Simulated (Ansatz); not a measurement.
Two isomers of CH5NO2Si: A = `N[SiH2]C(=O)O`, B = `N[SiH]1OCO1`.

Gas-phase electronic energies from Ansatz, PBE0-D4/def2-TZVP geometries. CBS: MP2 limit from def2 TZ/QZ plus the TZ coupled-cluster correction, frozen cores. Functionals use def2-TZVPP. B3LYP here is the variant with VWN-RPA as its local correlation; programs differ in this. One conformer a species, not always the lowest.

(1) Which isomer does CCSD(T)/CBS put lower? Give the gap. (An estimate is asked.)

(2) Give E(B) − E(A) in kJ/mol with CCSD(T)/def2-TZVPP, B3LYP-D4, r2SCAN-D4, PBE-D4, ωB97M-V, B2PLYP, MP2/def2-TZVPP. (Estimate.)

Largest T1 diagnostic: 0.015.

## Answers

(1) Ansatz gave: B, by 152.1 kJ/mol.

(2) Ansatz gave: CCSD(T)/def2-TZVPP -148.9, B3LYP-D4 -131.1, r2SCAN-D4 -140.1, PBE-D4 -120.4, ωB97M-V -146.9, B2PLYP -139.3, MP2/def2-TZVPP -156.4. None reverses the order clearly.

From PBE to PBE0 (25 % exact exchange), in def2-TZVPP and without D4, E(B) − E(A) moves by −21.3 kJ/mol.
